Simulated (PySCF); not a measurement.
CH3Cl3Si, SMILES C[Si](Cl)(Cl)Cl.

Coordinates come from a B3LYP-D3(BJ)/def2-SVP optimisation. The isomer is the one that the SMILES or the coordinates give; other isomers of the formula were not compared.

Level of theory: CAM-B3LYP/def2-TZVP run with PySCF.

Gas-phase values at a fixed geometry.

Computed frontier levels, gap, dipole moment and polarisability:
The highest occupied level is -10.53 eV and the lowest empty level is 1.05 eV. The orbital gap comes out as 11.58 eV and the dipole moment is 2.03 D. The quadrupole, principal values (traceless, Buckingham form, about the centre of nuclear charge) comes out as -2.09, -2.09, 4.18 D·Å, the mean static polarisability comes out as 69.3 bohr³ (10.26 Å³) and the polarisability, principal values is 65.6, 71.1, 71.1 bohr³.
